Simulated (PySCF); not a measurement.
CH5FO2Si2, SMILES [SiH2]1[Si@@H](F)OCO1.

Coordinates come from a PBE0-D3(BJ)/def2-SVP optimisation. The structure was generated by enumeration; whether it is a known compound was not checked. One conformer was computed; it need not be the lowest.

Two levels are set side by side: PBE/def2-TZVP (PySCF) and HF/def2-TZVP (PySCF). Same geometry, gas phase. Differences are taken from unrounded values.

| quantity | HF |
|---|---|
| orbital gap (eV) | 13.69 |
| highest occupied level (eV) | -11.14 |
| lowest empty level (eV) | 2.56 |
| dipole moment (D) | 1.34 |
| mean polarisability (bohr³) | 59.5 |

Problem. What does PBE give, and how far is it from HF? (An estimate is asked for; the answer gives what the named calculation found.)

Solution. 
```json
[
 {"quantity": "orbital gap (eV)", "PBE": "5.36", "PBE minus HF": "-8.34"},
 {"quantity": "highest occupied level (eV)", "PBE": "-6.62", "PBE minus HF": "4.52"},
 {"quantity": "lowest empty level (eV)", "PBE": "-1.26", "PBE minus HF": "-3.81"},
 {"quantity": "dipole moment (D)", "PBE": "1.01", "PBE minus HF": "-0.33"},
 {"quantity": "mean polarisability (bohr³)", "PBE": "69.2", "PBE minus HF": "9.7"}
]
```

PBE's occupied levels lie high since its potential decays too fast outside the molecule; exact exchange lowers them and widens the gap. Loosely held outer electrons make PBE densities more polarisable. Differences between two approximate levels are no errors against the true value.

Rough cost on one machine, each run with all the roots and properties that it gave: HF against PBE about 1/3.
